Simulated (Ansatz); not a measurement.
Born–Oppenheimer molecular dynamics of CH6NOSi2 (11 atoms, charge 0, multiplicity 2). It starts at the highest image of a converged band. Of that band: Neighbouring images differ by up to 1.2 eV, so the band resolves the path poorly. A vibrational analysis at the climbing image gives one clearly imaginary mode, 324i cm⁻¹: a first-order saddle point.

All numbers below come from Ansatz 0.2.0, UHF/def2-SVP.

```json
{
  "ensemble": "NVE (velocity Verlet)",
  "time step": "0.5 fs",
  "steps asked": "200",
  "starting velocities drawn for": "100 K",
  "seed": "6199"
}
```

First frame:

```xyz
11
Properties=species:S:1:pos:R:3
H -1.230 1.214 -0.236
Si 0.301 1.343 0.002
O 0.938 -0.142 0.132
Si 1.311 -1.742 0.285
C -2.894 0.986 -0.522
N -4.013 0.795 -0.740
H 0.850 2.064 -1.160
H 0.470 2.116 1.246
H 2.040 -2.186 -0.919
H 0.066 -2.524 0.433
H 2.161 -1.925 1.479
```

**Question.** How far do the bonds stretch over the last three quarters of this one trajectory? (Pairs bonded in most of those frames.)

**Answer.** 
```
   bond  mean (Å)  spread (Å)  shortest  longest
  H1–C5     1.115       0.123      0.90     1.31
 Si2–O3     1.632       0.015      1.61     1.66
 Si2–H7     1.482       0.004      1.48     1.49
 Si2–H8     1.482       0.005      1.47     1.49
 O3–Si4     1.648       0.014      1.62     1.67
 Si4–H9     1.481       0.012      1.46     1.50
Si4–H10     1.476       0.003      1.47     1.48
Si4–H11     1.478       0.018      1.45     1.50
  C5–N6     1.147       0.056      1.05     1.25
```

Mean temperature of the second half: 774 K. The conserved energy stayed within 1.6 meV per atom of its start (net change 0.68 meV per atom), so the integration is sound. The system heated up, since it started high on the potential surface and ran downhill. A run of 0.1 ps of so small a system gives no equilibrium averages.

Run time: 5.5 min on 2 threads of Arm Neoverse V2, on a shared host, peak memory 0.31 GiB.
